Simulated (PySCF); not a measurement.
# Magnetic susceptibility: `N#CC[Si@@H]([GeH3])C[SiH3]`, C₃H₁₁GeNSi₂

Geometry:
```csv
atom,x (Å),y (Å),z (Å)
N1,-3.351,-1.373,0.873
C2,-2.241,-1.456,0.602
C3,-0.868,-1.502,0.228
Si4,-0.560,-0.190,-1.147
Ge5,-1.328,1.883,-0.372
C6,1.304,-0.175,-1.533
Si7,2.467,0.050,-0.042
H8,-0.257,-1.278,1.103
H9,-0.620,-2.505,-0.119
H10,-1.319,-0.637,-2.330
H11,-2.231,2.607,-1.323
H12,-2.100,1.843,0.908
H13,-0.246,2.891,-0.106
H14,1.574,-1.090,-2.060
H15,1.483,0.638,-2.237
H16,2.480,-1.191,0.741
H17,1.983,1.154,0.793
H18,3.820,0.335,-0.521
```

The calculation used GIAO wB97X-D/pcSseg-1 magnetisability, rotational g tensor and spin-rotation constants, non-relativistic, gas phase (PySCF 2.14.0). Geometry: GFN2-xTB.

The calculation is non-relativistic, which matters for the atoms heavier than Zn.

(1) What are the magnetisability and the molar susceptibility?

(2) Split it along the inertial axes a, b, c into diamagnetic and paramagnetic parts about the centre of mass, with the quadrupole moment.

(3) And the rotational g tensor?

## Answers

(1) Isotropic -1777 × 10⁻³⁰ J/T², or -107.0 × 10⁻⁶ cm³/mol; principal values -1892, -1733, -1706 × 10⁻³⁰ J/T², anisotropy 174 × 10⁻³⁰ J/T² (root of half the summed squared differences of the principal values). The susceptibility is in cgs units.

(2) 
| axis | χ (10⁻⁶ cm³/mol) | diamagnetic (10⁻⁶ cm³/mol) | paramagnetic (10⁻⁶ cm³/mol) | summed x² of all electrons (Å²) | quadrupole Θ (D Å) |
| --- | --- | --- | --- | --- | --- |
| a | -113.8 | -1076.7 | 962.8 | 313.2 | -12.31 |
| b | -103.0 | -1580.7 | 1477.7 | 194.4 | +4.51 |
| c | -104.2 | -2153.3 | 2049.1 | 59.4 | +7.80 |

Anisotropies 2χaa − χbb − χcc = -20.4 and 2χbb − χaa − χcc = +12.0 × 10⁻⁶ cm³/mol. Θ is traceless in Buckingham's convention.

(3) 
| axis | rotational constant (GHz) | g | nuclear part | electronic part |
| --- | --- | --- | --- | --- |
| a | 1.2069 | -0.0090 | 0.5370 | -0.5459 |
| b | 0.8179 | -0.0140 | 0.5538 | -0.5678 |
| c | 0.5644 | -0.0099 | 0.5334 | -0.5433 |

Asymmetric top; isotopes 12C, 74Ge, 1H, 14N, 28Si; no vibrational averaging.
